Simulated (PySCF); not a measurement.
C3H9NSi2, SMILES [SiH2]1[SiH2]CN=C1C. Coordinates come from a PBE-D3(BJ)/def2-SVP optimisation. This is a generated structure with no PubChem entry under its InChIKey; it may be hypothetical. One conformer was computed; it need not be the lowest.

Computed equilibrium geometry at PBE-D3(BJ)/def2-SVP (PySCF confirms it by a frequency run) as bond lengths and angles (one conformer of several):
Atoms: C1 C2 N3 C4 Si5 Si6 H7 H8 H9 H10 H11 H12 H13 H14 H15. Bond lengths (Å): C1–C2 1.506, C1–H7 1.111, C1–H8 1.108, C1–H9 1.111, C2–N3 1.286, C2–Si6 1.948, N3–C4 1.455, C4–Si5 1.954, C4–H10 1.113, C4–H11 1.113, Si5–Si6 2.326, Si5–H12 1.505, Si5–H13 1.505, Si6–H14 1.506, Si6–H15 1.506. Angles (°): C2–C1–H7 110.6, C2–C1–H8 110.4, C2–C1–H9 110.6, H7–C1–H8 109.4, H7–C1–H9 106.3, H8–C1–H9 109.4, C1–C2–N3 119.4, C1–C2–Si6 120.3, N3–C2–Si6 120.3, C2–N3–C4 122.1, N3–C4–Si5 115.4, N3–C4–H10 108.1, N3–C4–H11 108.1, Si5–C4–H10 110.1, Si5–C4–H11 110.1, H10–C4–H11 104.4, C4–Si5–Si6 91.5, C4–Si5–H12 112.4, C4–Si5–H13 112.4, Si6–Si5–H12 115.3, Si6–Si5–H13 115.4, H12–Si5–H13 109.1, C2–Si6–Si5 90.7, C2–Si6–H14 111.0, C2–Si6–H15 110.9, Si5–Si6–H14 117.4, Si5–Si6–H15 117.3, H14–Si6–H15 108.3.
